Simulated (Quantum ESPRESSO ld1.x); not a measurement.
Problem. The mean radii <r> (bohr) of the occupied orbitals of an atom or ion are listed with their occupations. All-electron calculation, scalar-relativistic Kohn-Sham, exchange-only B88, spin-unpolarised, spherical densities, point nucleus. Program: ld1.x of Quantum ESPRESSO 7.5.

| orbital | occ. | <r> |
|---|---|---|
| 1s | 2 | 0.02611 |
| 2s | 2 | 0.1121 |
| 2p | 6 | 0.09820 |
| 3s | 2 | 0.2991 |
| 3p | 6 | 0.2970 |
| 3d | 10 | 0.2736 |
| 4s | 2 | 0.6947 |
| 4p | 6 | 0.7396 |
| 4d | 10 | 0.8371 |
| 5s | 2 | 1.740 |
| 5p | 6 | 2.084 |

Name the element and its charge.

Solution. Z = 55, caesium, charge +1: Cs+ in [Xe]. The 1s radius gives Z: for a bare nucleus <r> = (2 gamma + 1)/(2Z) with gamma = sqrt(1 - (Z/c)^2), 0.02574 bohr for Z = 55, and screening makes it slightly larger (0.02611 here). The occupations add up to 54, and the charge is Z minus that.
